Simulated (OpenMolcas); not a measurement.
## Worked example: ideal-gas entropy of InClF2 (SMILES [F][In]([F])[Cl])

A singlet with charge 0, relaxed at HF/3-21G (OpenMolcas 26.06):

```xyz
4

F     0.5925    0.6044    1.7456
In    0.0738   -0.0612    0.0497
F     0.8342   -1.7158   -0.4718
Cl   -1.4449    1.1123   -1.3437
```

Harmonic wavenumbers in cm⁻¹: 174, 177, 228, 408, 820, 830.

Masses in u: F 18.998, In 114.818, Cl 35.45. Take T = 298.15 K, p = 1 bar, R = 8.3145 J/(mol K), kT/hc = 207.22 cm⁻¹, rigid rotor and harmonic oscillator.

Task: Work out S° at 298 K.

Result: 
1. Translation (Sackur–Tetrode): S = R[3/2 ln M + 5/2 ln T − 1.1517] with M = 188.264 gives 174.2 J/(mol K).
2. Rotation: principal moments 98.396, 226.049, 324.446 u Å² give A, B, C = 0.1713, 0.0746, 0.052 cm⁻¹; the symmetry number is σ = 2; q = (√π/σ)√((kT/hc)³/ABC) = 102552; S = R(ln q + 3/2) = 108.4.
3. Vibration: with u = ν̃/207.22, each mode gives R[u/(eᵘ − 1) − ln(1 − e⁻ᵘ)]; the sum is 33.3, most from 174 cm⁻¹ (10.0), 177 cm⁻¹ (9.9), 228 cm⁻¹ (7.9).
4. Spin: R ln 1 = 0.0.
5. Sum: 174.2 + 108.4 + 33.3 + 0.0 = 315.9 J/(mol K).

No measured value is set beside it here.
